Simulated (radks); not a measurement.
Values are calculated unless marked as measured or tabulated.
Question: Xe2+, 52 electrons, occupied as [Kr] 4d10 5s2 5p4. Code: a radial shooting solver on a logarithmic mesh with Libxc functionals. Model: Dirac Kohn-Sham, PBE, spin-unpolarised, spherical densities, point nucleus; open shells fill j = l - 1/2 first. Some entries of the table are withheld. Estimate them.

orbital,occ.,eigenvalue (Ry),<r> (bohr),r(max) (bohr)
1s1/2,2,-2526.054,0.02665,0.01715
2s1/2,2,-394.3125,0.1142,0.09710
2p1/2,2,-370.5389,0.09620,0.07438
2p3/2,4,-346.6782,0.1020,0.07927
3s1/2,2,-81.89874,(1),0.2791
3p1/2,2,-72.02127,0.2962,0.2656
3p3/2,4,-67.48905,0.3078,0.2764
3d3/2,4,-50.11693,0.2787,0.2242
3d5/2,6,-49.15913,0.2824,0.2272
4s1/2,2,-16.05109,0.7165,0.6614
4p1/2,2,-12.55422,0.7456,0.6772
4p3/2,4,-11.64991,0.7733,0.7013
4d3/2,4,(2),0.8686,(3)
4d5/2,6,(4),0.8793,(5)
5s1/2,2,-2.87693,(6),1.601
5p1/2,2,-2.02677,2.040,1.788
5p3/2,2,-1.91406,2.119,1.858

Answer: 
(1) 3s1/2 <r> (bohr): 0.3061
(2) 4d3/2 eigenvalue (Ry): -5.99391
(3) 4d3/2 r(max) (bohr): 0.7434
(4) 4d5/2 eigenvalue (Ry): -5.84752
(5) 4d5/2 r(max) (bohr): 0.7518
(6) 5s1/2 <r> (bohr): 1.788
